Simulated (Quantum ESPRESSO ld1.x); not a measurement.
Values are calculated unless marked as measured or tabulated.
Question: All-electron atom: Ta III in [Xe] 4f14 5d3 (the NIST ground configuration). Level of theory: Dirac Kohn-Sham, PW91, spin-unpolarised, spherical densities, point nucleus; open shells fill j = l - 1/2 first (ld1.x of Quantum ESPRESSO 7.5).

Spin-orbit splittings of the eigenvalues, e(l+1/2) - e(l-1/2), with zeta = 2 splitting/(2l+1) and mean radii in bohr:

shell  occ.  splitting (eV)  zeta (eV)  <r> j=l-1/2  <r> j=l+1/2
2p        6            1271      847.1      0.06487      0.07271
3p        6           273.5      182.4       0.1942       0.2088
3d       10           59.57      23.83       0.1829       0.1874
4p        6           63.01      42.01       0.4644       0.4975
4d       10           11.57      4.629       0.5164       0.5279
4f       14           1.983     0.5666       0.6339       0.6448
5p        6               ?          ?        1.220        1.325
5d        3          0.6935     0.2774        1.962        2.023

Estimate the 5p splitting.

Answer: 8.749 eV (zeta = 5.833 eV).
